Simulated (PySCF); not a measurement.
Ionisation energy of Tl⁴⁸⁺ by level of theory

Tl⁴⁸⁺ [Ar] 3d10 4s2 4p3 (4S) → Tl⁴⁹⁺ [Ar] 3d10 4s2 4p2 (3P), as a difference of total energies. Computed with PySCF 2.14 in an uncontracted even-tempered set (18 s from 6.1 bohr⁻², ratio 2.5; 14 p from 8 bohr⁻², ratio 2.5; 8 d from 14 bohr⁻², ratio 2.5; 4 f from 39 bohr⁻², ratio 2.7; 4 g from 58 bohr⁻², ratio 2.7), with the spin-free X2C one-electron Hamiltonian (Gaussian nucleus). Correlated levels: outer shells: [Ne] frozen; virtual orbitals above 40 to 60 times the deepest correlated orbital energy dropped. The calculations carry no spin-orbit coupling.

| method | ionisation energy (eV) |
| --- | --- |
| UHF | 2690.4 |
| LDA | 2691.6 |
| PBE | 2691.1 |
| PBE0 | 2691.3 |
| r2SCAN | 2692.1 |
| BHandHLYP | 2691.5 |
| PW91 | 2691.6 |
| MP2 (outer shells) | 2691.6 |
| SCS-MP2 (outer shells) | 2691.3 |

Spin-orbit coupling is strong in these open shells (close to jj coupling). The scalar numbers leave it out and a first-order estimate fails, so it can dominate the gap to the real levels.

Breit and QED terms and the two-electron picture change are absent.

For comparison: 2635 ± 4 eV (theoretical estimate listed by NIST; NIST Atomic Spectra Database, ionization energies).
